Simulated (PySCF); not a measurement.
**Electron correlation in Zr²⁺ (zirconium, charge +2)**

[Kr] 4d2, high-spin 3F determinant. All numbers are calculated (PySCF 2.14, scalar relativity by spin-free X2C-1e, in x2c-TZVPPall (8s6p6d2f1g, 79 functions)). Frozen: [Kr]; 2 electrons correlated.

With two correlated electrons CCSD is exact within the correlated space (frozen core and kept virtual orbitals).

| level | correlation energy (mhartree) |
| --- | --- |
| CCSD | -4.66 |

Diagnostics: T1 = 0.0012, D1 = 0.0017, largest double amplitude 0.015.

Cost of the coupled-cluster step: about 2.5 core-seconds, for 2 correlated electrons.

Iterations:

```
CC2 = 0
CCSD nocc = (np.int64(2), np.int64(0)), nmo = (61, 61)
frozen orbitals [[0, 1, 2, 3, 4, 5, 6, 7, 8, 9, 10, 11, 12, 13, 14, 15, 16, 17], [0, 1, 2, 3, 4, 5, 6, 7, 8, 9, 10, 11, 12, 13, 14, 15, 16, 17]]
max_cycle = 100
direct = 0
conv_tol = 1e-08
conv_tol_normt = 1e-06
diis_space = 8
diis_start_cycle = 0
Init t2, MP2 energy = -0.0035117159707933
Init E_corr(UCCSD) = -0.00351171597138645
cycle = 1  E_corr(UCCSD) = -0.00436105139133384  dE = -0.00084933542  norm(t1,t2) = 0.00949074
cycle = 2  E_corr(UCCSD) = -0.00458063189161094  dE = -0.0002195805  norm(t1,t2) = 0.00277644
cycle = 3  E_corr(UCCSD) = -0.00466675210402483  dE = -8.61202124e-05  norm(t1,t2) = 0.000879427
cycle = 4  E_corr(UCCSD) = -0.00466464239390993  dE = 2.10971011e-06  norm(t1,t2) = 8.02857e-05
cycle = 5  E_corr(UCCSD) = -0.00466469762353013  dE = -5.52296202e-08  norm(t1,t2) = 4.45693e-06
cycle = 6  E_corr(UCCSD) = -0.00466469956536747  dE = -1.94183734e-09  norm(t1,t2) = 4.03484e-07
UCCSD converged
E(UCCSD) = -3595.547600361266  E_corr = -0.004664699565367471
```
